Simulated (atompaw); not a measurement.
## Varying the PAW (atompaw) potential for In (Z = 49)

Base potential:

* Element: indium
* Generator: atompaw 4.2.0.5
* Type: PAW
* Functional: PBEsol
* Relativity: scalar-relativistic
* Frozen core: [Kr]
* Valence charge: 13
* Reference configuration: 4d10 5s2 5p1
* Partial waves: 5s (bound): rc 2.40 bohr; 5s channel at 0.4 Ry: rc 2.40 bohr; 5p (bound): rc 2.00 bohr; 5p channel at 0.8 Ry: rc 2.40 bohr; 4d (bound): rc 1.70 bohr; 4d channel at -1.05 Ry: rc 2.40 bohr
* Local potential: bessel scheme, radius 1.95 bohr
* Core correction: smooth core density matched at 1.25 bohr
* Augmentation charge: besselshape compensation charge, radius 2.40 bohr; PAW radius 2.40 bohr; waves and projectors: custom rrkj gramschmidtortho

Cutoffs, loose and tight: the cutoffs (Ry, on a coarse ladder) from which the occupation-weighted sum of valence levels, in a spherical-Bessel basis at the reference potential, stays within 10 and 1 mRy of its value at 400 Ry. They see the waves, projectors and local potential, not the compensation charge or the core. A dash means not determined.

```tsv
change	outcome	cutoff, loose	cutoff, tight	bound ghosts
base	generated	40 Ry	70 Ry	none
functional PBE	generated	40 Ry	70 Ry	none
core correction smooth core density matched at 0.98 bohr	generated	40 Ry	70 Ry	none
wave 5p (bound): rc 2.00 bohr becomes 5p (bound): rc 1.62 bohr	failed: atompaw: The overlap operator has at least one negative eigenvalue!	–	–	–
wave 5s channel at 0.4 Ry: rc 2.40 bohr becomes 5s channel at 0.4 Ry: rc 1.50 bohr	failed: atompaw: The overlap operator has at least one negative eigenvalue!	–	–	–
wave 5p channel at 0.8 Ry: rc 2.40 bohr becomes 5p channel at 0.54 Ry: rc 2.40 bohr	generated	40 Ry	70 Ry	none
local potential bessel scheme, radius 1.48 bohr	generated	40 Ry	70 Ry	none
augmentation besselshape compensation charge, radius 2.26 bohr; PAW radius 2.40 bohr; waves and projectors: custom rrkj gramschmidtortho	generated	40 Ry	70 Ry	none
all radii scaled by about 1.29 (s 3.10, p 2.58, d 2.20 bohr); local potential bessel scheme, radius 2.52 bohr; augmentation besselshape compensation charge, radius 3.10 bohr; PAW radius 3.10 bohr; waves and projectors: custom rrkj gramschmidtortho; core correction smooth core density matched at 1.62 bohr	failed: atompaw: The overlap operator has at least one negative eigenvalue!	–	–	–
```

What comes out with this change to the base: core [Kr] 4d10, valence charge 3; reference 5s2 5p1; waves now 5s (bound): rc 2.25 bohr; 5s channel at 2.45 Ry: rc 2.25 bohr; 5p (bound): rc 2.25 bohr; 5p channel at 0.4 Ry: rc 2.25 bohr; local potential bessel scheme, radius 2.10 bohr; core correction smooth core density matched at 1.40 bohr; augmentation besselshape compensation charge, radius 2.20 bohr; PAW radius 2.25 bohr; waves and projectors: custom rrkj gramschmidtortho?

outcome: generated; cutoff, loose: 6 Ry; cutoff, tight: 10 Ry; bound ghosts: none.

What comes out with this change to the base: augmentation besselshape compensation charge, radius 2.40 bohr; PAW radius 2.40 bohr; waves and projectors: custom polynom2 7 10 vanderbiltortho?

outcome: generated; cutoff, loose: 90 Ry; cutoff, tight: 260 Ry; bound ghosts: none.
